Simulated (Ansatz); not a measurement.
Start from `CNB(C)[SiH3]` and change one atom or group to get `C=NB(C)[SiH3]`.

Ansatz, PBE0-D4/def2-TZVP geometries, multiplicity 1. Each molecule was computed in one conformer, which needn't be the lowest.

| property | `CNB(C)[SiH3]` |
| --- | --- |
| HOMO–LUMO gap (B3LYP/def2-TZVPP) / eV | 7.08 |
| size of the dipole moment (B3LYP/def2-TZVPP) / D | 2.56 |
| HOMO–LUMO gap (PBE/def2-TZVPP) / eV | 5.33 |
| HOMO energy (PBE0/def2-TZVPP) / eV | -7.54 |
| LUMO energy (ωB97M-V/def2-TZVPP) / eV | 1.81 |
| LUMO energy (B3LYP/def2-TZVPP) / eV | -0.26 |

**Question.** Give the same properties after the change, and the shifts. (Estimate.)

**Answer.** Computed: 
```json
{"property": "HOMO–LUMO gap (B3LYP/def2-TZVPP) / eV", "`C=NB(C)[SiH3]`": "6.13", "shift": "-0.95"}
{"property": "size of the dipole moment (B3LYP/def2-TZVPP) / D", "`C=NB(C)[SiH3]`": "2.21", "shift": "-0.35"}
{"property": "HOMO–LUMO gap (PBE/def2-TZVPP) / eV", "`C=NB(C)[SiH3]`": "4.44", "shift": "-0.89"}
{"property": "HOMO energy (PBE0/def2-TZVPP) / eV", "`C=NB(C)[SiH3]`": "-7.49", "shift": "0.05"}
{"property": "LUMO energy (ωB97M-V/def2-TZVPP) / eV", "`C=NB(C)[SiH3]`": "1.14", "shift": "-0.67"}
{"property": "LUMO energy (B3LYP/def2-TZVPP) / eV", "`C=NB(C)[SiH3]`": "-1.19", "shift": "-0.93"}
```

With PBE0 the HOMO rises by 0.05 eV and the LUMO falls by 0.87 eV, so the gap narrows by about 0.92 eV. PBE moves the HOMO by -0.09 eV and ωB97M-V by 0.14 eV. Dipoles are sizes alone; their direction can turn.

B3LYP here is the variant with VWN-RPA as its local correlation; programs differ in this.
